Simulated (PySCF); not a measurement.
H6O4SiTi, SMILES [OH][Ti]1([OH])([OH])[O][SiH3]->1, multiplicity 1.

The structure is a stationary point at B3LYP-D3(BJ)/def2-SVP. The spin state was assumed, not searched. Other conformers were not sampled.

Two levels are set side by side: PBE/def2-TZVP (PySCF) and PBE0/def2-TZVP (PySCF). Same geometry, gas phase. Differences are taken from unrounded values.

```csv
quantity,PBE0
orbital gap (eV),7.24
highest occupied level (eV),-8.50
lowest empty level (eV),-1.26
dipole moment (D),2.22
mean polarisability (bohr³),75.8
```

### Question
What does PBE give, and how far is it from PBE0? (An estimate is asked for; the answer gives what the named calculation found.)

### Answer

```
quantity                       PBE  PBE minus PBE0
---------------------------  -----  --------------
orbital gap (eV)              4.73           -2.50
highest occupied level (eV)  -7.00            1.50
lowest empty level (eV)      -2.26           -1.00
dipole moment (D)             2.25            0.03
mean polarisability (bohr³)   80.8             5.0
```

PBE's occupied levels lie high since its potential decays too fast outside the molecule; exact exchange lowers them and widens the gap. PBE's more diffuse valence density responds more strongly to a field. Differences between two approximate levels are no errors against the true value.

Rough cost on one machine, each run with all the roots and properties that it gave: PBE0 against PBE within a factor of 2.
